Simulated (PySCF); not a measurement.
**Correlation energy of Ce⁺ (cerium, charge +1)**

Starting occupation: [Xe] 4f1 5d2, 4f5/2 with m_j = +5/2, 5d3/2 with m_j = +1/2, +3/2. Calculation: PySCF 2.14, in x2c-SVPall-2c with one added diffuse shell each of s, p, d, f type (8s11p10d4f1g, 128 functions); X2C-1e with screened-nucleus spin-orbit coupling, Gaussian nucleus. Frozen: [Ar] 3d10; 29 electrons correlated; the 16 highest virtual spinors left out.

MP2 pair energies summed by pair of shells (mhartree):

| pair | energy | share (%) |
| --- | --- | --- |
| 4d-4d | -286.95 | 35.4 |
| 4d-5p | -127.01 | 15.7 |
| 5p-5p | -97.75 | 12.0 |
| 4d-4p | -69.16 | 8.5 |
| 5d-5p | -52.38 | 6.5 |
| 4p-4p | -28.17 | 3.5 |
| 5p-5s | -27.25 | 3.4 |
| 4d-5s | -22.69 | 2.8 |
| 4d-5d | -13.81 | 1.7 |
| 4f-5p | -13.50 | 1.7 |
| 4d-4f | -11.55 | 1.4 |
| 4p-5p | -11.30 | 1.4 |
| 4d-4s | -9.25 | 1.1 |
| 4p-5s | -6.38 | 0.8 |
| 5d-5s | -5.04 | 0.6 |
| 5s-5s | -4.89 | 0.6 |
| 4p-4s | -4.85 | 0.6 |
| 4f-4p | -4.55 | 0.6 |
| 5d-5d | -3.99 | 0.5 |
| 4f-5d | -3.20 | 0.4 |
| 4s-4s | -1.92 | 0.2 |
| 4f-5s | -1.87 | 0.2 |
| 4s-5p | -1.41 | 0.2 |
| 4p-5d | -1.39 | 0.2 |
| 4s-5s | -0.52 | 0.1 |
| 4f-4s | -0.35 | 0.0 |
| 4s-5d | -0.12 | 0.0 |

Total MP2 correlation energy: -811.25 mhartree.

The GHF reference relaxed away from the jj start to a determinant that is no pure jj level (⟨S²⟩ = 3.13, ⟨J²⟩ = 25.40); the energies belong to that determinant.

This basis was not built for core-valence correlation, so the inner-shell part is incomplete.
